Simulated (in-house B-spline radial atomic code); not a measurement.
Checks on a self-consistent run for Hf⁵⁺, [Kr] (4d3/2)3 (4d5/2)6 4f14 5s2 5p6. Computed with a B-spline radial code for spherical atoms: Dirac-Hartree-Fock, average of the jj configuration, Fermi nucleus of rms radius 5.347 fm.

| orbital | q | ε (Eh) | <1/r> | <r²> | small-component weight |
| --- | --- | --- | --- | --- | --- |
| 1s1/2 | 2 | -2419.18174 | 83.7747 | 0.000495044 | 0.073342 |
| 2s1/2 | 2 | -420.85863 | 20.3254 | 0.00757296 | 0.016568 |
| 2p1/2 | 2 | -401.15681 | 20.25 | 0.00544441 | 0.016586 |
| 2p3/2 | 4 | -357.28689 | 17.22 | 0.00664559 | 0.015069 |
| 3s1/2 | 2 | -100.06290 | 7.47359 | 0.0494107 | 0.0054431 |
| 3p1/2 | 2 | -91.36425 | 7.37537 | 0.0455888 | 0.00537 |
| 3p3/2 | 4 | -81.80724 | 6.59915 | 0.0521714 | 0.0049449 |
| 3d3/2 | 4 | -67.26477 | 6.46498 | 0.0409097 | 0.0047924 |
| 3d5/2 | 6 | -65.24534 | 6.28555 | 0.0426014 | 0.0046807 |
| 4s1/2 | 2 | -23.25513 | 3.11179 | 0.2469 | 0.0017472 |
| 4p1/2 | 2 | -19.54118 | 2.99879 | 0.256486 | 0.0016578 |
| 4p3/2 | 4 | -17.45014 | 2.74501 | 0.290362 | 0.0015127 |
| 4d3/2 | 3 | -11.50741 | 2.52736 | 0.321417 | 0.0013239 |
| 4d5/2 | 6 | -11.11143 | 2.45903 | 0.334703 | 0.0012753 |
| 4f5/2 | 6 | -3.58526 | 2.00261 | 0.490329 | 0.00089119 |
| 4f7/2 | 8 | -3.60013 | 1.98425 | 0.495789 | 0.00087867 |
| 5s1/2 | 2 | -5.19281 | 1.19478 | 1.39117 | 0.00037547 |
| 5p1/2 | 2 | -3.99087 | 1.08738 | 1.65083 | 0.00031955 |
| 5p3/2 | 4 | -3.65312 | 1.00494 | 1.87539 | 0.0002835 |

Electron-electron repulsion V_ee = 5453.8894 hartree.

**Question.** What total energy follows from the eigenvalues?

**Answer.** The eigenvalues count the repulsion twice, so E = Σqε - V_ee = -9622.033 - 5453.889 = -15075.922 hartree; the run printed -15075.922.

**Question.** Does the Dirac virial theorem hold?

**Answer.** For a point nucleus E = -2c²Σq·w, with w the small-component weight. Here Σq·w = 0.40131 and c = 137.0360, so the ratio E/(-2c²Σq·w) is 1.000231; the finite nucleus accounts for the departure from 1.

**Question.** What diamagnetic shielding (Lamb formula) and susceptibility (Langevin formula) do the radii give?

**Answer.** σ = (α²/3)Σq<1/r> = 519.259/(3·137.036²) = 9217.1 ppm, and χ = -0.79199×10⁻⁶·Σq<r²> = -20.99×10⁻⁶ cm³/mol with Σq<r²> = 26.506 bohr². Both are non-relativistic formulas without the paramagnetism of open shells; for so heavy an element the full relativistic shielding is larger by tens of per cent.
